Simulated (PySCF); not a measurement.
## Pb²⁺: excitation energy

Pb²⁺ [Xe] 4f14 5d10 6s2 (1S) → Pb²⁺ [Xe] 4f14 5d10 6s1 6p1 (3P), as a difference of total energies. Calculation: PySCF 2.14, in x2c-QZVPPall (16s10p9d6f1g, 142 functions); scalar relativity by spin-free X2C-1e. The calculations carry no spin-orbit coupling.

```json
{"method": "UHF", "excitation energy (eV)": "7.532"}
{"method": "M06-L", "excitation energy (eV)": "9.314"}
{"method": "revPBE", "excitation energy (eV)": "9.335"}
```

The basis was made for the ground configuration and has no added diffuse functions, so the excitation energy can come out too high.
